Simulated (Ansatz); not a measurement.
Input for Ansatz (a first-principles code): R-PBE/def2-TZVPPD on C2H3NO2 (a complex), monomers drawn apart or pushed together. Files ending in .json are basis or fitting sets from the Basis Set Exchange.

Ansatz 0.2 input:
```yaml
crystal:
  periodic: [false, false, false]
  atoms:
    - {symbol: C, position_ang: [0.29125762, 0.19456602, -0.14672380]}
    - {symbol: N, position_ang: [-0.25247303, -0.29445536, 0.73202798]}
    - {symbol: H, position_ang: [0.80142222, 0.65319044, -0.96423133]}
    - {symbol: O, position_ang: [0.94758472, 0.64080227, 4.09420443]}
    - {symbol: C, position_ang: [0.10495931, -0.09082073, 4.53874454]}
    - {symbol: O, position_ang: [-0.76175505, -0.81183900, 3.82707439]}
    - {symbol: H, position_ang: [-0.06004428, -0.26130820, 5.61210006]}
    - {symbol: H, position_ang: [-0.60799623, -0.65438924, 2.86953664]}
basis:
  gaussian:
    orbitals: def2-TZVPPD.json
hamiltonian:
  xc: {name: PBE}
scf: {lower_state_search: off}
```

The head of its log:

```
WARN ansatz: RAYON_NUM_THREADS=2 ignored (pool sized by the plan → 2); use --threads N
Functional definition: PBE
these checks for a lower state are left out or cut short: stability, starts, cluster_reference, orbital_swaps, neighbouring_geometries, increment
integrals: 0.13 GiB planned
1072 factors; their error is unknown
mean field: 1.06 GiB planned
mean field evaluation 1: about -7690.4354 eV, gradient 7.7e1 eV
mean field evaluation 2: about -7656.0094 eV, gradient 1.5e2 eV
```

Problem. Predict the final total energy.

Solution. -283.0046 hartree.
